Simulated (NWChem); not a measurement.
Species: CH5AlS; SMILES [AlH]([CH3])[SH]

```xyz
8

Al    -0.6065    -0.4941     0.0000
H     -2.1892    -0.5845     0.0000
C      0.5890    -2.0504     0.0000
H      0.4001    -2.6798     0.8800
H      1.6527    -1.7888     0.0000
H      0.4001    -2.6798    -0.8800
S      0.1632     1.5755     0.0000
H      1.4756     1.2506     0.0000
```
Atoms are numbered in this order, from 1.

All runs: NWChem. Structure relaxed at the B3LYP/6-31G* (spherical d) level. Vertical excitations in the gas phase.

Estimate the computed values for LDA (Slater exchange, VWN5)/def2-SVP, TDA. Quantities: lowest excitation, singlet (eV); lowest state with f > 0.02, singlet (eV); orbital gap (eV).

The lowest excitation, singlet (eV) is 5.30 and the lowest state with f > 0.02, singlet (eV) comes out as 5.35. The orbital gap (eV) comes out as 4.57.
